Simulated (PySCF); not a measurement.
How methods differ on the ionisation energy of Mg⁺

Mg⁺ [Ne] 3s1 (2S) → Mg²⁺ [Ne] (1S), as a difference of total energies. Computed with PySCF 2.14 in aug-cc-pCVDZ (6s5p3d, 36 functions), with no relativity, point nucleus. Correlated levels: valence and next inner shell: 1s2 frozen. The calculations carry no spin-orbit coupling.

```
                                method  ionisation energy (eV)  error (eV)
                                   UHF                  14.716      -0.319
    MP2 (valence and next inner shell)                  14.796      -0.239
SCS-MP2 (valence and next inner shell)                  14.775      -0.260
   CCSD (valence and next inner shell)                  14.795      -0.240
CCSD(T) (valence and next inner shell)                  14.797      -0.238
```

Reference: 15.035 eV (measured; NIST Atomic Spectra Database, ionization energies).

Errors of the correlated levels include the incompleteness of this basis and the frozen core.
